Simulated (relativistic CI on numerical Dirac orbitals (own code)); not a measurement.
## Os LXX: sensitivity of the levels to the model

Base calculation: Dirac-Coulomb-Breit CI, separate exchange-only KLI orbitals for each configuration, a model potential for QED, unscaled Slater integrals.

CI space (outside the closed core 1s2): 2s²2p³, 2s2p⁴, 2p⁵, 2p⁴3s, 2s²2p²3s, 2p⁴3p, 2p⁴3d, 2s²2p²3p, 2s²2p²3d, 2s2p³3s, 2s2p³3p, 2s2p³3d, 2s²2p²4s, 2s²2p²4p, 2s²2p²4d, 2s²2p²4f, 2s²2p3s², 2s2p³4s, 2s²2p3s3p, 2s2p³4p, 2s²2p²5s, 2s²2p3s3d, 2s2p³4d, 2s²2p3p², 2s²2p²5p, 2s2p³4f, 2s²2p²5d, 2s²2p²5f, 2s²2p²5g, 2s²2p3p3d, 2s2p²3s², 2s²2p3d², 2s2p²3s3p, 2s2p²3s3d, 2s2p²3p², 2s2p²3p3d. Levels of other configurations are missing.

Variants: (1) valence Slater integrals scaled by 0.9; (2) QED terms removed. Shifts of the energy above 2s²2p³ ²P°3/2, in eV, for the lowest level and the first level of each name with at least 55 % of one term (blank where a level changes its place among those of its configuration and J or its character, or is not in the variant):

| Level | Base | Δ(1) | Δ(2) |
| --- | --- | --- | --- |
| 2s²2p³ ²P°3/2 | 0.0 | 0.0 | 0.0 |
| 2s²2p³ ⁴S°3/2 | 1573.4 | +3.9 | -1.5 |
| 2s²2p³ ²D°5/2 | 1596.7 | +0.5 | -1.5 |
| 2s²2p³ ²P°1/2 | 1652.0 | -3.5 | -1.4 |
| 2s2p⁴ ⁴P5/2 | 1936.0 | +5.6 | +18.6 |
| 2s2p⁴ ²S1/2 | 2047.1 | -4.2 | +18.6 |
| 2s2p⁴ ⁴P3/2 | 3538.6 | +7.1 | +17.2 |
| 2s2p⁴ ²D5/2 | 3580.8 | +1.7 | +17.2 |
| 2s2p⁴ ²P1/2 | 3649.9 | -3.7 | +17.2 |
| 2s2p⁴ ²D3/2 | 3657.8 | -5.4 | +17.2 |
| 2p⁵ ²P°3/2 | 4058.5 | -0.7 | +37.0 |
| 2p⁵ ²P°1/2 | 5663.4 | +0.2 | +35.8 |
| 2s²2p²3s ⁴P3/2 | 10881.3 | +3.3 | -4.3 |
| 2s²2p²3s ²P1/2 | 10892.2 | +2.2 | -4.4 |
| 2s²2p²3s ²D5/2 | 10901.2 | +0.4 | -4.4 |
| 2s²2p²3s ²D3/2 | 10908.5 | -0.2 | -4.4 |
| 2s²2p²3p ⁴D°3/2 | 10996.0 | +3.7 | +1.4 |
| 2s²2p²3p ²F°7/2 | 11477.3 | +1.1 | +1.0 |
| 2s²2p²3p ²D°5/2 | 11507.8 | -1.7 | +1.0 |
| 2s²2p²3d ⁴D1/2 | 11574.5 | +3.3 | +2.1 |
| 2s²2p²3d ²G9/2 | 11701.5 | +1.1 | +1.8 |
| 2s²2p²3d ²F7/2 | 11728.7 | -1.6 | +1.8 |

At this charge energies of transitions that change n are usually good to better than 1 %, and those within a shell (Δn = 0) to a few per cent.

Ionisation energy from the two ground configurations alone: base 17617.1 eV. The NIST ASD value (theoretical) is 17620 eV.

LS names give the leading component of a level, which can be under half, so a name can repeat, a term be missing and a line seem to break the LS rules.
